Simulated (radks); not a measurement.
These are the eigenvalues of the occupied orbitals of an atom or ion with whole-number occupations (hartree). Calculated with a radial shooting solver on a logarithmic mesh with Libxc functionals: Dirac Kohn-Sham, PBE, spin-unpolarised, spherical densities, finite nucleus; Fermi nuclear charge, rms radius of each element as measured or else 0.836 A^(1/3) + 0.57 fm.

orbital  eigenvalue
1s1/2     -2413.965
2s1/2     -538.8544
2p1/2     -523.5804
2p3/2     -483.9430
3s1/2     -218.9897
3p1/2     -213.5071

Which element is it, and in what charge state? The configuration may be excited. Open shells, if any, fill j = l - 1/2 first.

Answer. Z = 70, ytterbium, charge +57: Yb57+ in [Ne] 3s2 3p1. The list shows which subshells hold electrons but not how many an open one holds; the 1s level, -2414 hartree, gives Z - s = 69.5 by -(Z - s)^2/2, which with screening and relativity narrows Z to a few neighbours, and the depths of the outer levels then fix element, charge and occupations together.
